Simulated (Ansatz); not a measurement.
PtSe2. Charge 0, multiplicity 3. Geometry PBE0-D4/def2-TZVP; atoms count from 1.

```
atom   x (Å)   y (Å)   z (Å)
 Pt1   0.209   0.217   0.340
 Se2  -1.233   1.669  -0.614
 Se3   1.024  -1.886   0.274
```

In the def2 sets Pt takes a core potential; there is no spin–orbit coupling. The charge 0 triplet is spin-contaminated (final ⟨S²⟩ up to 2.31, 2.00 for a pure state). The geometry of the triplet was relaxed on an unsound state (⟨S²⟩ 2.63, where a pure state has 2.00). At PBE0-D4/def2-TZVP a broken-symmetry singlet of charge 0 lies 0.45 eV below the triplet, each at its own geometry. The structure comes from a short search, and lower isomers may exist.

Question: Estimate the Mulliken populations from the PBE0/def2-TZVP orbitals of Ansatz.

Answer: 
```csv
atom,charge (e),spin (α − β),d electrons
Pt1,0.25,0.41,8.57
Se2,-0.11,1.18,–
Se3,-0.13,0.41,–
```
Mulliken values and Mayer orders depend strongly on the basis.

Question: Where does the spin sit?

Answer: Summed by element: Pt 0.41, Se 1.59, of 2 unpaired in all. Largest on single atoms: Se2 1.18, Pt1 0.41, Se3 0.41.

Question: And the Mayer bond orders between bonded heavy atoms (over 0.3)?

Answer: Pt1–Se2 1.53 (2.26 Å); Pt1–Se3 1.57 (2.26 Å). Values over 0.3 also appear between atoms too far apart for a bond (Se2–Se3 0.39 at 4.30 Å); they arise where an orbital or an unpaired electron spreads over both atoms.
